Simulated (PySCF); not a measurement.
Compound: cyclo-(H2SiO)4.
Bonds: Si1–O4, Si1–O16, O4–Si5, Si5–O8, O8–Si9, Si9–O12, O12–Si13, Si13–O16. Hydrogens: H2, H3 on Si1; H6, H7 on Si5; H10, H11 on Si9; H14, H15 on Si13.

Computed by this run: PBE0-D3(BJ)/def2-SVP geometry optimisation, gas phase in PySCF; density fitting, grid level 1; the optimiser is geomeTRIC in internal coordinates, started from a GFN2-xTB structure with every atom displaced at random (about 0.03 Å).

Step 0: E = -39798.9417 eV
```
atom  x, y, z in Å  |  force x, y, z in eV/Å
Si1     0.4802   -1.0862    1.8453    0.258   2.639   0.174
H2      0.7319   -2.3582    1.3436    0.756  -2.066  -0.480
H3      0.4028   -0.7763    3.2404    0.452  -0.451   1.334
O4     -1.0022   -0.6744    1.3783   -2.846   0.475  -1.638
Si5    -2.1221   -0.0573    0.2714    1.549  -0.019   1.962
H6     -3.2534   -0.9380    0.2274   -0.882  -0.465  -0.016
H7     -2.3428    1.3368    0.6952   -0.373   0.175   0.031
O8     -1.4349   -0.0042   -1.2012   -3.676  -0.066   2.339
Si9    -0.1715    0.0158   -2.0693    2.543  -0.628  -3.895
H10    -0.5016    0.8796   -3.2019    0.070   0.096  -0.628
H11     0.1574   -1.3897   -2.4111    0.170  -0.068  -0.169
O12     1.1192    0.6818   -1.3680   -1.459  -0.616  -3.111
Si13    1.7760    1.0790   -0.0367    4.236   0.189   3.447
H14     1.3877    2.3926    0.4138   -0.169   0.958   0.086
H15     3.2602    0.7949   -0.2715   -0.443   0.740   0.099
O16     1.4788    0.0699    1.2110   -0.185  -0.892   0.466
```

Question: Estimate the geometry and energy of step 1. (The exact step hangs on the optimiser's Hessian estimate; all steps are aligned on step 0, rigid shifts and turns removed.)

Answer: E = -39800.0997 eV, largest force 1.453 eV/Å
```
atom  x, y, z in Å  |  force x, y, z in eV/Å
Si1     0.4367   -1.0351    1.8837    0.107   0.780  -0.091
H2      0.7748   -2.3779    1.3677    0.050  -0.219   0.125
H3      0.4774   -0.8348    3.3525    0.062  -0.299   0.045
O4     -1.0911   -0.6513    1.3974   -0.420  -0.044  -0.265
Si5    -2.1922   -0.0653    0.3032    0.576  -0.029   0.368
H6     -3.3452   -0.9878    0.2432   -0.130   0.023   0.014
H7     -2.5097    1.3251    0.7162   -0.201  -0.017  -0.025
O8     -1.4951   -0.0053   -1.1931   -0.914   0.050   0.685
Si9    -0.1898    0.0265   -2.1407    0.938  -0.130  -1.053
H10    -0.4805    0.8885   -3.3171   -0.005  -0.079  -0.001
H11     0.1624   -1.3734   -2.5114   -0.054   0.041  -0.078
O12     1.1404    0.6596   -1.3934   -0.688  -0.241  -0.667
Si13    1.8977    1.0511   -0.0198    0.996   0.122   1.051
H14     1.5082    2.4228    0.3931    0.078   0.124  -0.078
H15     3.3636    0.8639   -0.2611   -0.182   0.213   0.044
O16     1.5078    0.0597    1.2460   -0.212  -0.295  -0.075
```

The energy changes by -1.1580 eV. The first-order estimate −F·Δx gives -1.9728 eV and the mean of the old and new forces, exact on a quadratic surface, -1.1806 eV. The step makes an angle of 64° with the force vector and moves no atom by more than 0.169 Å.

The cost below is that of the whole optimisation. Time: 9.2 min wall, 7.4 min CPU; peak memory 0.71 GiB. Hardware: an Intel Xeon at 2.50 GHz with one thread, shared host.
